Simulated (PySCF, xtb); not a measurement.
CH₆ClFSi₂, SMILES [SiH3]C[Si@H](F)Cl.

GFN2-xTB in xtb at its own geometry gives an orbital gap of 5.72 eV and a dipole moment of 2.23 D.

The structure is a stationary point at PBE0-D3(BJ)/def2-SVP. The structure was generated by enumeration; whether it is a known compound was not checked. Other conformers were not sampled.

Question: What does PySCF with ωB97X/def2-TZVP give? (Estimate from the structure and the level; the computed values follow.)

Answer: gap 13.69 eV (levels -11.33 and 2.37 eV), dipole 2.30 D.
